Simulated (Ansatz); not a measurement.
Reaction (formal exchange of groups at the Si–Si bond): `B[SiH]([SiH3])[SiH3]` + `CO/C=C/O` → `B[SiH](O)[SiH3]` + `CO/C=C/[SiH3]`

Isolated molecules relaxed with PBE0-D4/def2-TZVP in Ansatz; ΔE leaves out vibrations. CCSD(T)/CBS adds triple-zeta CCSD(T) − MP2 to the extrapolated MP2 energy (def2 sets, frozen cores). Double bonds are as drawn, so ΔE can hold a change between cis and trans. Functionals use def2-TZVPP. Each species was taken in one conformer, which may not be the lowest.

CCSD(T)/CBS gives -39.4 kcal/mol.

(1) Another level gave -43.2 kcal/mol. Which?
A. r2SCAN/def2-TZVPP
B. PBE-D4/def2-TZVPP
C. B2PLYP/def2-TZVPP
D. HF/def2-TZVPP

Largest T1 diagnostic among the species: 0.015.

Answers

(1) D. HF/def2-TZVPP -43.2, PBE-D4 -32.6, B2PLYP -40.0, r2SCAN -37.3 kcal/mol.

From PBE to PBE0 (25 % exact exchange), in def2-TZVPP and without D4, ΔE moves by −1.7 kcal/mol. In def2-TZVPP, CCSD(T) changes the Hartree–Fock value by +4.7 kcal/mol (the triples alone add +0.7 kcal/mol) and MP2 by +1.7 kcal/mol.

CCSD(T)/CBS has its own doubt, a few kJ/mol and more with outer-core shells, so smaller differences from it don't rank the levels.
